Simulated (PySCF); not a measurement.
# Correlation energy of F²⁺ (fluorine, charge +2)

[He] 2s1 2p4, high-spin 4P determinant (an excited configuration). All numbers are calculated (PySCF 2.14, the spin-free X2C one-electron Hamiltonian (Gaussian nucleus), in x2c-TZVPPall with one added diffuse shell each of s, p, d type (6s4p3d1f, 40 functions)). Frozen: nothing; 7 electrons correlated.

| level | correlation energy (mhartree) |
| --- | --- |
| CCSD | -130.64 |
| (T) | -1.37 |
| CCSD(T) | -132.01 |

Diagnostics: T1 = 0.0026, D1 = 0.0060, largest double amplitude 0.048.

Cost of the coupled-cluster step: of the order of 1.3 core-seconds, for 7 correlated electrons.

Iterations:

```
CC2 = 0
CCSD nocc = (np.int64(5), np.int64(2)), nmo = (40, 40)
frozen orbitals [[], []]
max_cycle = 100
direct = 0
conv_tol = 1e-08
conv_tol_normt = 1e-06
diis_space = 8
diis_start_cycle = 0
Init t2, MP2 energy = -0.114692660714222
Init E_corr(UCCSD) = -0.114692660716066
cycle = 1  E_corr(UCCSD) = -0.126604456910794  dE = -0.0119117962  norm(t1,t2) = 0.0254443
cycle = 2  E_corr(UCCSD) = -0.129062138641828  dE = -0.00245768173  norm(t1,t2) = 0.0110317
cycle = 3  E_corr(UCCSD) = -0.130694769126115  dE = -0.00163263048  norm(t1,t2) = 0.00551891
cycle = 4  E_corr(UCCSD) = -0.130619912599046  dE = 7.48565271e-05  norm(t1,t2) = 0.000837901
cycle = 5  E_corr(UCCSD) = -0.130636980428881  dE = -1.70678298e-05  norm(t1,t2) = 0.000179528
cycle = 6  E_corr(UCCSD) = -0.130637033705722  dE = -5.32768412e-08  norm(t1,t2) = 0.000309846
cycle = 7  E_corr(UCCSD) = -0.130635287736322  dE = 1.7459694e-06  norm(t1,t2) = 0.000231428
cycle = 8  E_corr(UCCSD) = -0.130635753671681  dE = -4.6593536e-07  norm(t1,t2) = 1.10524e-05
cycle = 9  E_corr(UCCSD) = -0.13063583323855  dE = -7.95668692e-08  norm(t1,t2) = 2.47255e-06
cycle = 10  E_corr(UCCSD) = -0.130635795761541  dE = 3.74770091e-08  norm(t1,t2) = 6.92893e-07
cycle = 11  E_corr(UCCSD) = -0.13063577516908  dE = 2.05924615e-08  norm(t1,t2) = 2.35069e-07
cycle = 12  E_corr(UCCSD) = -0.130635779094092  dE = -3.92501229e-09  norm(t1,t2) = 5.28781e-08
UCCSD converged
E(UCCSD) = -97.13190168429418  E_corr = -0.1306357790940921
UCCSD(T) correction = -0.00137303459087578
```

This basis was not built for core-valence correlation, so the inner-shell part is incomplete.
